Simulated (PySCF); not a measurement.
## Mn⁺ (manganese, charge +1) across methods

[Ar] 3d6, high-spin 5D determinant (an excited configuration). All numbers are calculated (PySCF 2.14, scalar relativity by spin-free X2C-1e, in x2c-QZVPPall).

| method | E (hartree) | mean ε 3p β (eV) | mean ε 3d α (eV) | mean ε 3d β (eV) | Σ⟨r²⟩ (bohr²) | ⟨S²⟩ |
| --- | --- | --- | --- | --- | --- | --- |
| B3LYP | -1158.273 | -57.683 | -13.431 | -10.409 | 21.71 | 6.006 |
| LDA | -1155.812 | -55.396 | -12.119 | -9.049 | 21.97 | 6.004 |
| PBE0 | -1158.030 | -58.095 | -13.742 | -10.445 | 21.52 | 6.005 |
| UHF | -1157.05631 | -65.575 | -19.084 | -13.927 | 20.77 | 6.011 |
| M06-2X | -1158.237 | -61.198 | -15.911 | -12.095 | 21.26 | 6.013 |
| PBE | -1158.011 | -55.247 | -11.875 | -9.027 | 22.01 | 6.004 |
| r2SCAN | -1158.207 | -55.925 | -12.015 | -8.886 | 21.69 | 6.007 |
| wB97X | -1158.257 | -60.470 | -15.995 | -12.946 | 21.43 | 6.006 |
| r2SCANh | -1158.197 | -56.979 | -12.767 | -9.480 | 21.54 | 6.007 |
